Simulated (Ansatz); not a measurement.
Reaction (formal hydrolysis of a V–Cl bond): `[NH]=[V]([NH2])([OH])[Cl]` + H₂O → `[NH]=[V]([NH2])([OH])[OH]` + HCl

Computed with Ansatz on PBE0-D4/def2-TZVP structures; ΔE is electronic, products minus reactants. CCSD(T)/CBS is the MP2 limit (def2-TZVPP, def2-QZVPP) plus CCSD(T) − MP2 in def2-TZVPP, frozen cores. This one scheme is used for every species. For V outer-core shells are correlated without core-valence functions, which leaves a few kJ/mol of doubt a bond. Scalar relativity is left out up to krypton. One conformer a species, not always the lowest.

`[NH]=[V]([NH2])([OH])[Cl]`:

```xyz
9

N    -1.126    0.634   -0.838
V    -0.266   -0.086    0.305
N     1.100   -0.875   -0.587
O     0.344    1.077    1.482
Cl   -1.496   -1.585    1.309
H    -1.816    1.014   -1.473
H     1.242   -0.908   -1.583
H     1.871   -1.287   -0.076
H     0.148    2.016    1.462
```

H₂O:

Cartesian coordinates in Å:
```
O -0.147 0.161 -0.323
H -0.632 -0.223 0.411
H 0.779 0.062 -0.088
```

`[NH]=[V]([NH2])([OH])[OH]`:

```xyz
10

N     0.487   -1.199    0.802
V     0.167    0.007   -0.211
N    -1.267    0.854    0.545
O    -0.244   -0.597   -1.831
O     1.547    1.118   -0.355
H     0.744   -1.977    1.393
H    -1.678    1.664    0.103
H    -1.737    0.609    1.400
H    -0.355   -1.527   -2.032
H     2.335    1.049    0.187
```

HCl:

```xyz
2

Cl   -0.279    0.403    0.411
H     0.279   -0.403   -0.411
```

```csv
level,ΔE (eV)
MP2/def2-SVP,0.54
MP2/def2-QZVPP,0.70
```

Task: What does CCSD(T)/CBS give? (Estimate.)

Result: Computed: +0.46 eV. The listed levels differ from it by 0.08, 0.24 eV.

Largest T1 diagnostic among the species: 0.030, so the coupled-cluster value is less sure than usual.

From PBE to PBE0 (25 % exact exchange), in def2-TZVPP and without D4, ΔE moves by +0.04 eV. Leaving LDA and LC-ωPBE aside and taking each functional with its dispersion term where it has one, the values, not all of them listed here, spread over 0.20 eV, from CAM-B3LYP-D4 to PBE-QIDH. LDA lies −0.03 eV from PBE without D4. At CCSD(T), def2-SVP lies −0.08 eV from the extrapolated value and def2-TZVPP −0.02 eV.
